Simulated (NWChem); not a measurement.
System: CHF, singlet; SMILES [CH]F

Parts of the log:

```
             Northwest Computational Chemistry Package (NWChem) 7.3.0
             --------------------------------------------------------

 CS  symmetry detected

                             Geometry "geometry" -> ""
                             -------------------------

 Output coordinates in angstroms (scale by  1.889725989 to convert to a.u.)

  No.       Tag          Charge          X              Y              Z
 ---- ---------------- ---------- -------------- -------------- --------------
    1 C                    6.0000     0.13258586     0.70756475     0.00000000
    2 F                    9.0000     0.01627349    -0.58784309     0.00000000
    3 H                    1.0000    -0.94197656     1.04519937     0.00000000

 Effective nuclear repulsion energy (a.u.)      27.3049516050

      Symmetry information
      --------------------

 Group name             Cs
 Group number              2
 Group order               2
 No. of unique centers     3

                                Z-matrix (autoz)
                                --------

 Units are Angstrom for bonds and degrees for angles

      Type          Name      I     J     K     L     M      Value
      ----------- --------  ----- ----- ----- ----- ----- ----------
    1 Stretch                  1     2                       1.30062
    2 Stretch                  1     3                       1.12636
    3 Bend                     2     1     3               102.31234

  xc_inp: hfexch multiplicative factor not found.

                           NWChem Geometry Optimization
                           ----------------------------

 maximum gradient threshold         (gmax) =   0.000450
 rms gradient threshold             (grms) =   0.000300
 maximum cartesian step threshold   (xmax) =   0.001800
 rms cartesian step threshold       (xrms) =   0.001200
 fixed trust radius                (trust) =   0.300000
 source of zmatrix                         =   autoz

          -------------------
          Energy Minimization
          -------------------

 Using diagonal initial Hessian
 Scaling for Hessian diagonals: bonds = 1.00  angles = 0.25  torsions = 0.10

          --------
          Step   0

                                 NWChem DFT Module
                                 -----------------

[...]

      ----------------------
      Optimization converged
      ----------------------

  Step       Energy      Delta E   Gmax     Grms     Xrms     Xmax
  ---- ---------------- -------- -------- -------- -------- --------
@    3    -135.88085634 -4.5D-07  0.00024  0.00018  0.00070  0.00126
                                     ok       ok       ok       ok

                                Z-matrix (autoz)
                                --------

 Units are Angstrom for bonds and degrees for angles

      Type          Name      I     J     K     L     M      Value     Gradient
      ----------- --------  ----- ----- ----- ----- ----- ---------- ----------
    1 Stretch                  1     2                       1.31126   -0.00024
    2 Stretch                  1     3                       1.14212    0.00018
    3 Bend                     2     1     3               102.34804    0.00008

                         Geometry "geometry" -> "geometry"
                         ---------------------------------

 Output coordinates in angstroms (scale by  1.889725989 to convert to a.u.)

  No.       Tag          Charge          X              Y              Z
 ---- ---------------- ---------- -------------- -------------- --------------
    1 C                    6.0000     0.13816226     0.70889899     0.00000000
    2 F                    9.0000     0.01960616    -0.59699338     0.00000000
    3 H                    1.0000    -0.95088563     1.05301541     0.00000000

 Effective nuclear repulsion energy (a.u.)      27.0603332702

      Symmetry information
      --------------------

 Group name             Cs
 Group number              2
 Group order               2
 No. of unique centers     3

[...]

 Rotational Constants
 --------------------
 A=  15.163757 cm-1  ( 21.816777 K)
 B=   1.219747 cm-1  (  1.754905 K)
 C=   1.128937 cm-1  (  1.624252 K)

 Temperature                      =   298.15K
 frequency scaling parameter      =   1.0000

 Zero-Point correction to Energy  =    9.197 kcal/mol  (  0.014656 au)
 Thermal correction to Energy     =   10.978 kcal/mol  (  0.017495 au)
 Thermal correction to Enthalpy   =   11.570 kcal/mol  (  0.018439 au)

 Total Entropy                    =   53.315 cal/mol-K
   - Translational                =   36.306 cal/mol-K (mol. weight =  32.0062)
   - Rotational                   =   16.990 cal/mol-K (symmetry #  =        1)
   - Vibrational                  =    0.018 cal/mol-K

 Cv (constant volume heat capacity) =    6.079 cal/mol-K
   - Translational                  =    2.979 cal/mol-K
   - Rotational                     =    2.979 cal/mol-K
   - Vibrational                    =    0.120 cal/mol-K

[normal modes left out]

 ----------------------------------------------------------------------------
 Normal Eigenvalue ||           Projected Infra Red Intensities
  Mode   [cm**-1]  || [atomic units] [(debye/angs)**2] [(KM/mol)] [arbitrary]
 ------ ---------- || -------------- ----------------- ---------- -----------
    1       -0.000 ||    0.000006           0.000         0.006       0.002
    2       -0.000 ||    0.001474           0.034         1.437       0.517
    3        0.000 ||    0.007514           0.173         7.325       2.635
    4        0.000 ||    0.000531           0.012         0.517       0.186
    5        0.000 ||    0.039641           0.915        38.644      13.901
    6        0.000 ||    0.002308           0.053         2.250       0.809
    7     1489.134 ||    0.081184           1.873        79.142      28.469
    8     1658.917 ||    0.038014           0.877        37.057      13.330
    9     3288.283 ||    0.085978           1.984        83.816      30.150
 ----------------------------------------------------------------------------
```

Level: Hartree-Fock/STO-3G. Low-valent species are run as closed-shell singlets; no triplet was tried in these runs.

Task: Write an input that gives this output.

Result: This is not unique; one that fits is the input that was run:
```
start job
memory heap 200 mb stack 900 mb global 1100 mb
geometry units angstroms
  C      0.152456     0.712169     0.000000
  F     -0.004342    -0.578964     0.000000
  H     -0.911013     1.083269     0.000000
end
basis spherical
  * library sto-3g
end
dft
  xc hfexch
  iterations 150
end
driver
  maxiter 120
end
task dft optimize
task dft freq
```
